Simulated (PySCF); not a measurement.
BiI2 (SMILES [I][Bi+][I]), charge +1, singlet, geometry from GFN2-xTB (such geometries of metal compounds can be far from the true shape) (core potentials on Bi, I); PySCF with BLYP/def2-SVP.

Here is a job for PySCF.
```python
from pyscf import gto, scf, dft

mol = gto.Mole()
mol.atom = '''
    Bi    0.86767310    0.43113642    0.27718616
    I    -1.00884033    1.16616633   -1.52475723
    I    -0.34996849   -1.84134224    1.09067324
'''
mol.basis = 'def2-svp'
mol.ecp = {'Bi': 'def2-svp', 'I': 'def2-svp'}
mol.charge = 1
mol.verbose = 4
mol.build()

mf = dft.RKS(mol)
mf.xc = 'blyp'
mf.diis = False
mf.damp = 0.6
mf.diis_start_cycle = 200
mf.max_cycle = 150
mf.kernel()
```

The log (banner, timings and long lists left out):

```
PySCF version 2.14.0

[INPUT] verbose = 4
[INPUT] num. atoms = 3
[INPUT] num. electrons = 72
[INPUT] charge = 1
[INPUT] spin (= nelec alpha-beta = 2S) = 0
[INPUT] symmetry False subgroup None
[INPUT] Mole.unit = angstrom
[INPUT] Symbol           X                Y                Z      unit          X                Y                Z       unit  Magmom
[...]
nuclear repulsion = 306.97380617664
number of shells = 30
number of NR pGTOs = 183
number of NR cGTOs = 78
basis = def2-svp
ecp = {'Bi': 'def2-svp', 'I': 'def2-svp'}

******** <class 'pyscf.dft.rks.RKS'> ********
method = RKS
initial guess = minao
damping factor = 0.6
level_shift factor = 0
DIIS disabled
SCF conv_tol = 1e-09
SCF conv_tol_grad = None
SCF max_cycles = 150
direct_scf = True
direct_scf_tol = 1e-13
XC library pyscf.dft.libxc version 7.1.2
    S. Lehtola, C. Steigemann, M. J. T. Oliveira, and M. A. L. Marques,  SoftwareX 7, 1–5 (2018)
XC functionals = blyp
    A. D. Becke,  Phys. Rev. A 38, 3098 (1988)
    C. Lee, W. Yang, and R. G. Parr,  Phys. Rev. B 37, 785 (1988)
    B. Miehlich, A. Savin, H. Stoll, and H. Preuss,  Chem. Phys. Lett. 157, 200 (1989)
radial grids:
    Treutler-Ahlrichs [JCP 102, 346 (1995); DOI:10.1063/1.469408] (M4) radial grids

becke partition: Becke, JCP 88, 2547 (1988); DOI:10.1063/1.454033
pruning grids: <function nwchem_prune>
grids dens level: 3
symmetrized grids: False
atomic radii adjust function: <function treutler_atomic_radii_adjust>
small_rho_cutoff = 0
Set gradient conv threshold to 3.16228e-05
Initial guess from minao.
tot grids = 67360
init E= -720.810885647005
[...]
cycle= 1 E= -806.182933728969  delta_E= -85.4  |g|= 4.63  |ddm|=   18
[...]
cycle= 2 E= -808.550172609039  delta_E= -2.37  |g|= 2.37  |ddm|= 6.14
[...]
cycle= 3 E= -809.308595286563  delta_E= -0.758  |g|= 1.32  |ddm|= 3.79
[...]
cycle= 4 E= -809.531021498692  delta_E= -0.222  |g|= 0.685  |ddm|=  2.3
[...]
cycle= 5 E= -809.602753229216  delta_E= -0.0717  |g|= 0.503  |ddm|= 1.72
[...]
cycle= 6 E= -809.641755320395  delta_E= -0.039  |g|= 0.383  |ddm|= 1.35
[...]
cycle= 7 E= -809.661853806209  delta_E= -0.0201  |g|= 0.311  |ddm|=  1.1
[...]
cycle= 8 E= -809.674964273314  delta_E= -0.0131  |g|= 0.269  |ddm|= 0.927
[...]
cycle= 9 E= -809.683525620506  delta_E= -0.00856  |g|= 0.224  |ddm|= 0.784
[...]
cycle= 10 E= -809.689414573205  delta_E= -0.00589  |g|=  0.2  |ddm|= 0.682
[...]
cycle= 11 E= -809.693741482677  delta_E= -0.00433  |g|= 0.17  |ddm|= 0.59
[...]
[...]
[...]
cycle= 123 E= -809.70750959793  delta_E= 1.68e-07  |g|= 0.00195  |ddm|= 0.00803
[...]
cycle= 124 E= -809.707509414604  delta_E= 1.83e-07  |g|= 0.00203  |ddm|= 0.00838
[...]
cycle= 125 E= -809.707509215091  delta_E= 2e-07  |g|= 0.00212  |ddm|= 0.00874
[...]
cycle= 126 E= -809.707508997962  delta_E= 2.17e-07  |g|= 0.00221  |ddm|= 0.00912
[...]
cycle= 127 E= -809.70750876165  delta_E= 2.36e-07  |g|= 0.0023  |ddm|= 0.00951
[...]
cycle= 128 E= -809.707508504476  delta_E= 2.57e-07  |g|= 0.0024  |ddm|= 0.00992
[...]
cycle= 129 E= -809.707508224594  delta_E= 2.8e-07  |g|= 0.00251  |ddm|= 0.0103
[...]
cycle= 130 E= -809.707507920005  delta_E= 3.05e-07  |g|= 0.00262  |ddm|= 0.0108
[...]
cycle= 131 E= -809.707507588525  delta_E= 3.31e-07  |g|= 0.00273  |ddm|= 0.0113
[...]
cycle= 132 E= -809.707507227766  delta_E= 3.61e-07  |g|= 0.00285  |ddm|= 0.0118
[...]
cycle= 133 E= -809.707506835168  delta_E= 3.93e-07  |g|= 0.00297  |ddm|= 0.0123
[...]
cycle= 134 E= -809.707506407906  delta_E= 4.27e-07  |g|= 0.0031  |ddm|= 0.0128
[...]
cycle= 135 E= -809.707505942937  delta_E= 4.65e-07  |g|= 0.00323  |ddm|= 0.0133
[...]
cycle= 136 E= -809.707505436918  delta_E= 5.06e-07  |g|= 0.00337  |ddm|= 0.0139
[...]
cycle= 137 E= -809.707504886239  delta_E= 5.51e-07  |g|= 0.00352  |ddm|= 0.0145
[...]
cycle= 138 E= -809.707504286958  delta_E= 5.99e-07  |g|= 0.00367  |ddm|= 0.0151
[...]
cycle= 139 E= -809.707503634779  delta_E= 6.52e-07  |g|= 0.00383  |ddm|= 0.0158
[...]
cycle= 140 E= -809.707502925053  delta_E= 7.1e-07  |g|= 0.00399  |ddm|= 0.0165
[...]
cycle= 141 E= -809.70750215271  delta_E= 7.72e-07  |g|= 0.00417  |ddm|= 0.0172
[...]
cycle= 142 E= -809.707501312212  delta_E= 8.4e-07  |g|= 0.00435  |ddm|= 0.0179
[...]
cycle= 143 E= -809.707500397576  delta_E= 9.15e-07  |g|= 0.00453  |ddm|= 0.0187
[...]
cycle= 144 E= -809.707499402247  delta_E= 9.95e-07  |g|= 0.00473  |ddm|= 0.0195
[...]
cycle= 145 E= -809.707498319141  delta_E= 1.08e-06  |g|= 0.00493  |ddm|= 0.0204
[...]
cycle= 146 E= -809.707497140506  delta_E= 1.18e-06  |g|= 0.00515  |ddm|= 0.0212
[...]
cycle= 147 E= -809.707495857952  delta_E= 1.28e-06  |g|= 0.00537  |ddm|= 0.0222
[...]
cycle= 148 E= -809.707494462318  delta_E= 1.4e-06  |g|= 0.0056  |ddm|= 0.0231
[...]
cycle= 149 E= -809.707492943665  delta_E= 1.52e-06  |g|= 0.00584  |ddm|= 0.0241
[...]
cycle= 150 E= -809.707491291162  delta_E= 1.65e-06  |g|= 0.0061  |ddm|= 0.0252
SCF not converged.
SCF energy = -809.707491291162
```

The run did not converge; its last values are not results.
